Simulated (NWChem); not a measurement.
System: C2H9FSi3; SMILES [Si@H]1([C@H]([SiH2]C1)[SiH3])F

```xyz
15

F     -1.5825     1.9460     0.5118
Si    -0.6158     0.9857    -0.3831
C      1.1618     1.5998    -0.4655
Si     1.6898    -0.0890     0.2458
C     -0.1335    -0.5979     0.5253
Si    -0.7382    -2.2520    -0.1130
H     -1.2984     0.7841    -1.6932
H      1.5641     1.9005    -1.4436
H      1.3368     2.4200     0.2506
H      2.3812    -0.9574    -0.7559
H      2.5047    -0.0272     1.4965
H     -0.3988    -0.5158     1.5949
H     -0.4536    -2.3647    -1.5785
H     -0.0510    -3.3862     0.5809
H     -2.2135    -2.4037     0.0879
```
Atoms are numbered in this order, from 1.

Results from NWChem. Medium grid unless said otherwise, to which SCAN and Minnesota functionals are sensitive. All runs use the structure optimised with PBE0/def2-SVP. No frequency run checked for a minimum. Hybrids' shares of exact exchange are those that their runs print; pure functionals count as 0. The functionals differ in more than this share.

```csv
row,share of exact exchange,orbital gap (eV)
PBE/def2-SVP,0.00,6.06
RPBE/def2-SVP,0.00,6.12
B3LYP/def2-SVP,0.20,withheld
MN15/def2-SVP,0.44,9.17
M05-2X/def2-SVP,0.56,10.36
```

### Question
Fit a straight line of the last column on the one before it, predict the withheld value, and compare with the run.

### Answer

1. Means of the 4 shown rows: x = 0.250, y = 7.928. Slope Σ(x − x̄)(y − ȳ)/Σ(x − x̄)² = 1.909/0.2572 = 7.422; intercept 6.072.
2. The shown rows scatter about the line by 0.109 (root mean square); the largest residual is -0.17, at MN15/def2-SVP.
3. At x = 0.20 (B3LYP/def2-SVP; inside the shown range) the line gives 7.56.
4. The run gives 7.83, +0.27 from the line, 2.5 times the scatter.
